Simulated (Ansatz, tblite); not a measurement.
Forces on BMe2(iPr) (C5H13B) at its PBE-D4/def2-SVP geometry. Charge 0, multiplicity 1.

The xTB rows come from tblite.

GFN1-xTB (tblite), largest force 0.75 eV/Å:

```xyz
19
positions Å, forces eV/Å
B     0.021   -0.561    0.559   -0.167    0.040    0.084
C     0.834   -1.864    0.914    0.345   -0.531   -0.296
H     1.926   -1.668    0.985   -0.634   -0.075    0.077
H     0.732   -2.556    0.043    0.022    0.341    0.540
H     0.501   -2.417    1.815    0.175    0.394   -0.466
C    -1.293   -0.200    1.352   -0.202    0.113    0.685
H    -0.947    0.257    2.311   -0.241   -0.212   -0.535
H    -1.877   -1.094    1.657    0.274    0.488   -0.271
H    -1.967    0.538    0.875    0.387   -0.474    0.176
C     0.527    0.373   -0.630    0.370   -0.274   -0.072
C     0.593    1.859   -0.235   -0.065    0.729    0.043
C    -0.417    0.165   -1.835   -0.423    0.116   -0.602
H     1.546    0.052   -0.946   -0.411    0.215    0.068
H     1.293    2.036    0.608   -0.347   -0.263   -0.451
H    -0.402    2.241    0.077    0.484   -0.280   -0.175
H     0.933    2.489   -1.085   -0.166   -0.421    0.402
H    -0.092    0.773   -2.707   -0.103   -0.300    0.517
H    -0.451   -0.894   -2.167    0.127    0.540    0.316
H    -1.457    0.470   -1.593    0.573   -0.145   -0.042
```

GFN2-xTB (tblite), largest force 0.73 eV/Å:

```
B -0.213 -0.013 0.161
C 0.330 -0.495 -0.260
H -0.690 -0.166 0.082
H 0.065 0.351 0.616
H 0.259 0.376 -0.547
C -0.206 0.123 0.624
H -0.301 -0.237 -0.583
H 0.269 0.590 -0.258
H 0.393 -0.542 0.283
C 0.284 -0.180 -0.101
C -0.060 0.639 -0.026
C -0.337 0.156 -0.546
H -0.454 0.296 0.019
H -0.408 -0.261 -0.520
H 0.597 -0.327 -0.211
H -0.188 -0.433 0.454
H -0.137 -0.330 0.548
H 0.110 0.633 0.330
H 0.686 -0.182 -0.066
```

r2SCAN-D4/def2-TZVP (Ansatz), largest force 0.51 eV/Å:

```
B -0.028 0.011 -0.019
C 0.157 -0.231 -0.042
H -0.495 -0.098 -0.014
H 0.055 0.276 0.387
H 0.153 0.261 -0.410
C -0.160 0.070 0.225
H -0.171 -0.184 -0.396
H 0.254 0.411 -0.149
H 0.306 -0.347 0.220
C 0.261 -0.181 0.022
C -0.036 0.403 0.055
C -0.265 0.014 -0.334
H -0.414 0.152 0.108
H -0.315 -0.112 -0.386
H 0.446 -0.208 -0.149
H -0.149 -0.312 0.372
H -0.126 -0.271 0.417
H 0.036 0.477 0.175
H 0.489 -0.130 -0.081
```
